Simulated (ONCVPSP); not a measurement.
## Plane-wave convergence, ONCV potential for Ge (Z = 32)

germanium, optimised norm-conserving Vanderbilt (ONCV), made with ONCVPSP 4.0.1 (LDA (Perdew-Zunger), scalar-relativistic). Core [Ar] 3d10, reference 4s2 4p2. Waves: 4s: rc 1.85 bohr, ncon 4, nbas 8, qcut 4 1/bohr, 2 projectors, debl 3.7 Ha; 4p: rc 1.85 bohr, ncon 3, nbas 6, qcut 4.1 1/bohr, 2 projectors, debl 3.9 Ha; d scattering state at 0.04 Ha: rc 1.85 bohr, ncon 4, nbas 8, qcut 4.8 1/bohr, local. Local part: the d channel. Core correction: none.

Task: For each optimised wave give the share of its norm inside rc, the residual kinetic energy above qcut (Ha) and the cutoffs (Ha) for errors of 10, 1, 0.1 and 0.01 mHa per electron.

Result:

```
         wave  norm inside rc  residual KE  10 mHa  1 mHa  0.1 mHa  0.01 mHa
           4s           0.424      9.4e-04     5.3    7.9     39.2      51.2
s projector 2           0.120      3.1e-02     9.4   27.9     59.3      68.6
           4p           0.199      2.5e-04     1.9    6.2     13.8      31.9
p projector 2           0.130      3.6e-02    10.6   22.7     41.7      55.5
d projector 1           0.002      2.3e-04     0.3    5.3     22.1      64.8
```

The occupied waves need 7.9 Ha and 39 Ha for 1 and 0.1 mHa. Rows with under 1 % of the norm inside rc give no meaningful cutoff. The cutoffs count occupied waves only; projector 2 of the s channel, the hardest unoccupied one, needs 28 Ha at the loose tolerance.
